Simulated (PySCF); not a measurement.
Geometry:
```csv
atom,x (Å),y (Å),z (Å)
C1,1.867,-0.013,0.504
C2,1.188,-0.962,-0.163
Al3,-0.707,-0.742,-0.570
C4,-1.602,0.902,0.010
H5,1.384,0.915,0.840
H6,2.932,-0.100,0.754
H7,1.762,-1.854,-0.455
H8,-1.489,-1.888,-1.357
H9,-1.121,1.794,-0.426
H10,-2.667,0.929,-0.268
H11,-1.541,1.023,1.106
```

Geometry: PBE0-D3(BJ)/def2-SVP; GIAO shifts from PySCF, gas phase, non-relativistic, averaged over equivalent atoms.

At PBE0/pcSseg-1 (110 basis functions, 10 s wall time on 1 thread of an x86-64 server CPU, shared host):
```csv
atoms,δ (ppm)
C2,153.8
C1,153.7
C4,-11.5
Al3,198.8
H6,6.89
H7,6.83
H5,6.46
H8,5.34
H9/H10/H11,-0.14
```

Scale: TMS for $^{13}$C (σ = 184.41 ppm), $^{1}$H (σ = 31.27 ppm); $^{27}$Al (σ = 489.28 ppm) against AlH4- (reference shieldings calculated alike).

Estimate the result of repeating the calculation with wB97X-D/pcSseg-2.

Results:


```tsv
atoms	δ at wB97X-D/pcSseg-2	change
C2	158.6	+4.8
C1	157.4	+3.7
C4	-11.7	-0.2
Al3	193.9	-4.9
H6	6.95	+0.06
H7	6.87	+0.04
H5	6.48	+0.02
H8	5.16	-0.18
H9/H10/H11	-0.23	-0.09
```

References, each an isolated molecule treated in the same way: $^{13}$C (σ = 184.42 ppm) and $^{1}$H (σ = 31.36 ppm) vs TMS; $^{27}$Al (σ = 486.92 ppm) vs AlH4-.

The largest change is at Al3 (aluminium bonded to 2 C, H). Cost: 249 basis functions, 39 s wall time on 1 thread of an x86-64 server CPU, shared host. The order of the carbon signals is the same at both levels.
